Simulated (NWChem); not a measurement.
# CH₅S cation; SMILES [SH2+]C

Computed with NWChem. Pople sets run with spherical d functions. Geometry: optimised at PBE0/def2-SVP. Level: M05-2X/6-31G* with SMD (1 M gas to 1 M solution), gas-phase geometry. Reactions with the solvent are ignored.

```
solvent                dielectric constant  solvation free energy (kcal/mol)  cavity-dispersion-structure term (kcal/mol)
---------------------  -------------------  --------------------------------  -------------------------------------------
water                                 78.4                             -62.7                                          2.9
acetone                               20.5                             -63.3                                         -0.2
anisole                               4.22                             -50.7                                         -0.1
N,N-dimethylformamide                 37.2                                 …                                            …
toluene                               2.37                             -38.9                                         -0.5
```

**Question.** Fill in the missing entries.

**Answer.** 
- N,N-dimethylformamide, solvation free energy (kcal/mol): -64.2
- N,N-dimethylformamide, cavity-dispersion-structure term (kcal/mol): 0.4
